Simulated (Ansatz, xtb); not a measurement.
## Two isomers of C5H8O2

Structure X is `C=CC1(O)COC1`, a singlet and structure Y is `C=C[C@@H]1OC[C@@H]1O`, a singlet. Both are isolated molecules in the gas phase, relaxed with PBE0-D3(BJ)/def2-SVP; each stands in its lowest conformer found.

Energies in hartree; the thermal terms are from GFN2-xTB frequencies at re-optimised GFN2-xTB minima (ideal gas, soft modes damped towards free rotors, one conformer each, 298.15 K, 1 atm) and include the zero-point energy:

```
                              X           Y
E, CCSD(T)/def2-SVP  −344.520928  −344.520728
    E, MP2/def2-SVP  −344.426314  −344.425950
  E, MP2/def2-TZVPP  −345.077696  −345.077004
  zero-point energy     0.120084     0.120265
       H(298 K) − E     0.128381     0.128565
       G(298 K) − E     0.088690     0.088589
```

Correct the CCSD(T) difference for the basis set by the MP2 change, then work out ΔE, ΔE₀, ΔH and ΔG for X → Y in kJ/mol (1 Eh = 2625.50 kJ/mol) and the equilibrium ratio [Y]/[X].

1. Differences Y − X: CCSD(T) +0.000200, MP2 in the small set +0.000364, MP2 in the large set +0.000692 Eh.
2. ΔE = +0.000200 + (+0.000692 − (+0.000364)) = +0.000528 Eh = +1.39 kJ/mol.
3. ΔE₀ = ΔE + ΔZPE = +0.000528 + (+0.000181) Eh = +1.86 kJ/mol.
4. ΔH = ΔE + (+0.000184) Eh = +1.87 kJ/mol.
5. ΔG = ΔE + (−0.000101) Eh = +1.12 kJ/mol, so ΔS = (ΔH − ΔG)/T = +2.5 J/(mol K).
6. kT = 0.9442 mEh, so K = [Y]/[X] = exp(−ΔG/kT) = exp(−0.45) ≈ 0.64.

The two are too close for this level to say which is favoured. An error of 4 kJ/mol in ΔG would change K by a factor of 5. Mirror images and further conformers aren't counted.

As drawn, both hold the same kinds of bond in the same numbers.

Other levels gave ΔE = −3.9 (GFN2-xTB); +0.8 (HF/STO-3G, GFN2-xTB geometries); +2.1 (r2SCAN-D4/def2-SVP, GFN2-xTB geometries); −2.9 (PBE0-D3(BJ)/def2-SVP); +1.9 (HF/def2-SVP); +1.0 (MP2/def2-SVP); +0.5 (CCSD(T)/def2-SVP) kJ/mol. The correlated steps freeze 7 core orbitals. Programs: Ansatz 0.2.0, xtb 6.7.1.
